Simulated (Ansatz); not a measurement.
Coupled-cluster run, C₂H₆InN, SMILES `C[C](=N)[InH2]`.

```yaml
crystal:
  periodic: [false, false, false]
  atoms:
    - {symbol: C, position_ang: [1.283319, -0.841904, -0.015540]}
    - {symbol: C, position_ang: [-0.047898, -0.182048, 0.027276]}
    - {symbol: N, position_ang: [-1.165183, -0.765709, 0.206668]}
    - {symbol: In, position_ang: [-0.989098, 1.756716, -0.127677]}
    - {symbol: H, position_ang: [1.934200, -0.425390, 0.758585]}
    - {symbol: H, position_ang: [1.770487, -0.643302, -0.974506]}
    - {symbol: H, position_ang: [1.203351, -1.926476, 0.128415]}
    - {symbol: H, position_ang: [-1.110280, -1.785108, 0.330020]}
    - {symbol: H, position_ang: [-1.295583, 2.596655, 1.340932]}
    - {symbol: H, position_ang: [-1.583324, 2.216557, -1.674164]}
basis:
  gaussian: {orbitals: def2-TZVPP}
correlation: {method: ccsd_t}
output: {orbitals: {seedname: orbitals}}
```

```sh
$ ansatz run in.yaml --threads 4 --pin off --events-out ev --progress --plain --max-ram 10444MiB
```

Output of Ansatz, abridged:

```
Functional definition: HF
1522 factors; integrals over basis functions are off by at most 1.1e-3 eV
mean field evaluation 1: about -8782.3426 eV, gradient 3.6e1 eV
mean field evaluation 2: about -8782.4830 eV, gradient 3.6e1 eV
mean field evaluation 4: about -8785.9966 eV, gradient 4.3e0 eV
mean field evaluation 8: about -8786.0736 eV, gradient 3.4e-1 eV
mean field -8786.07431806 eV, -322.8822757738 hartree, gradient 7.8e-6 eV, S^2 0.000000; 0 other end points of the search recorded, 0 dependent functions left out
7 core orbitals not correlated: weight in the atoms' cores, before any rotation towards them, 1.000 or more for the frozen orbitals, at most 0.000 for the correlated occupied ones
reference -8786.07431806 eV, -322.8822757738 hartree; 16, 16 occupied and 204, 204 virtual orbitals, 1522 factors
second order -22.67458594 eV of doubles, -0.00000000 eV of singles
cycle   1  -22.63339173 eV  change    4.1e-2 eV  update   1.2e-1
cycle   2  -23.26955453 eV  change   -6.4e-1 eV  update   3.6e-2
cycle   3  -23.39755357 eV  change   -1.3e-1 eV  update   2.0e-2
cycle   4  -23.38716733 eV  change    1.0e-2 eV  update   5.6e-3
cycle   5  -23.38476822 eV  change    2.4e-3 eV  update   3.0e-3
cycle   6  -23.38540547 eV  change   -6.4e-4 eV  update   9.5e-4
cycle   7  -23.38520976 eV  change    2.0e-4 eV  update   4.7e-4
cycle   8  -23.38517914 eV  change    3.1e-5 eV  update   1.7e-4
cycle   9  -23.38523961 eV  change   -6.0e-5 eV  update   6.8e-5
cycle  10  -23.38522687 eV  change    1.3e-5 eV  update   2.7e-5
perturbative correction -0.93634005 eV, -0.0344098623 hartree
Total energy: -8810.39588498 eV, -323.7760768723 hartree
```

Run time 3.2 min (4 threads of an Arm Neoverse N1 on a shared host); peak host memory 4.2 GiB.

MP2 recovers 93.2 % of the CCSD(T) correlation energy and the triples give 3.8 %; T1 = 0.0152.
